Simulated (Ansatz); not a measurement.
`[Cl][GeH2][GeH2][Cl]` → `[Cl][GeH2][Cl]` + `[GeH2]`  (germylene formation by 1,1-elimination)

Program: Ansatz. Geometries: PBE0-D4/def2-TZVP. ΔE: electronic, gas phase. CBS: MP2 limit from def2 TZ/QZ plus the TZ coupled-cluster correction, frozen cores. Functionals use def2-TZVPP. B3LYP here is the variant with VWN-RPA as its local correlation; programs differ in this. For Ge outer-core shells are correlated without core-valence functions, which leaves a few kJ/mol of doubt a bond. Scalar relativity is left out up to krypton. One conformer a species, not always the lowest.

```
          level  ΔE (kcal/mol)
       B3LYP-D4           44.5
           PBE0           48.3
CCSD/def2-TZVPP           46.8
 MP2/def2-QZVPP           51.2
```

Problem. What does CCSD(T)/CBS give? (An estimate is asked.)

Solution. The calculation gave: +47.5 kcal/mol. The listed levels differ from it by -3.0, 0.8, -0.7, 3.7 kcal/mol.

Largest T1 diagnostic among the species: 0.012.

In def2-TZVPP, CCSD(T) changes the Hartree–Fock value by +8.0 kcal/mol (the triples alone add +1.1 kcal/mol) and MP2 by +11.7 kcal/mol. From PBE to PBE0 (25 % exact exchange), in def2-TZVPP and without D4, ΔE moves by +2.0 kcal/mol. The D4 term adds +3.0 kcal/mol with B3LYP and +1.6 kcal/mol with PBE0; it sums over pairs of atoms, weighted by their polarisabilities, and B3LYP, whose exchange is more repulsive, gets the larger term.

CCSD(T)/CBS has its own doubt, a few kJ/mol and more with outer-core shells, so smaller differences from it don't rank the levels.
